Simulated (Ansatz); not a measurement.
`[CH3][SnH]([CH3])[Cl]` at its PBE0-D4/def2-TZVP geometry, where that method's forces vanish. The species carries charge 0 and has multiplicity 1. Sn takes the def2 core potential.

```xyz
11

C     1.5989    0.7950   -0.4405
Sn   -0.3880    0.0508   -0.6273
C    -1.2447   -0.6193    1.2041
Cl   -0.2030   -1.8745   -1.9634
H     2.2233    0.0406    0.0378
H     1.6065    1.7042    0.1623
H     1.9991    1.0162   -1.4295
H    -1.4159    1.1020   -1.5002
H    -0.5827   -1.3518    1.6656
H    -1.3836    0.2210    1.8857
H    -2.2098   -1.0842    1.0055
```

Question: What forces (eV/Å) does ωB97M-V/def2-TZVPP give on these atoms in Ansatz? (An estimate is asked.)

Answer: Computed: 
```
C1  -0.029 -0.008  0.000
Sn2 -0.038  0.065 -0.009
C3   0.013  0.013 -0.024
Cl4  0.002  0.010  0.011
H5  -0.038  0.064 -0.036
H6   0.017 -0.069 -0.048
H7  -0.021 -0.014  0.082
H8   0.073 -0.072  0.064
H9  -0.057  0.054 -0.025
H10  0.005 -0.076 -0.041
H11  0.074  0.034  0.027
```
